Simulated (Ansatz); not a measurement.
Program: Ansatz 0.2.0.

C2H8BClO (`C[B-](C)([OH2+])Cl`) at its PBE0-D4/def2-TZVP geometry, where that method's forces vanish. The species carries charge 0 and has multiplicity 1.

| atom | x (Å) | y (Å) | z (Å) |
| --- | --- | --- | --- |
| C1 | -1.1555 | -0.1663 | -0.9679 |
| B2 | 0.1844 | -0.2184 | -0.1253 |
| C3 | 0.1304 | -0.4611 | 1.4387 |
| O4 | 0.8191 | 1.3617 | -0.2709 |
| Cl5 | 1.5385 | -1.2007 | -0.9693 |
| H6 | -1.0036 | 0.1106 | -2.0167 |
| H7 | -1.6152 | -1.1585 | -0.9766 |
| H8 | -1.8846 | 0.5244 | -0.5325 |
| H9 | -0.5668 | 0.2223 | 1.9337 |
| H10 | 1.1054 | -0.3726 | 1.9300 |
| H11 | -0.2199 | -1.4783 | 1.6344 |
| H12 | 1.6955 | 1.3354 | 0.1384 |
| H13 | 0.9722 | 1.5014 | -1.2161 |

(1) For each bond, give half the difference of the two atoms' forces along it (eV/Å; positive pushes the atoms apart) under PBE-D4, r2SCAN-D4, B3LYP-D4, ωB97M-V in def2-TZVPP. (Best estimate.)

## Answers

(1) The calculation gave: 
| bond | length (Å) | PBE-D4 | r2SCAN-D4 | B3LYP-D4 | ωB97M-V |
| --- | --- | --- | --- | --- | --- |
| C1–B2 | 1.584 | -0.05 | -0.03 | -0.01 | 0.02 |
| C1–H6 | 1.095 | 0.12 | -0.01 | -0.03 | -0.04 |
| C1–H7 | 1.094 | 0.13 | -0.01 | -0.05 | -0.05 |
| C1–H8 | 1.095 | 0.11 | -0.01 | -0.04 | -0.06 |
| B2–C3 | 1.584 | -0.05 | -0.03 | -0.01 | 0.02 |
| B2–O4 | 1.709 | 0.03 | 0.12 | 0.14 | 0.11 |
| B2–Cl5 | 1.874 | 0.09 | 0.12 | 0.19 | 0.07 |
| C3–H9 | 1.095 | 0.11 | -0.01 | -0.04 | -0.06 |
| C3–H10 | 1.095 | 0.12 | -0.01 | -0.03 | -0.04 |
| C3–H11 | 1.094 | 0.13 | -0.01 | -0.05 | -0.05 |
| O4–H12 | 0.968 | 0.37 | 0.02 | -0.01 | -0.05 |
| O4–H13 | 0.968 | 0.37 | 0.02 | -0.01 | -0.05 |

B3LYP here is the variant with VWN-RPA as its local correlation; programs differ in this.
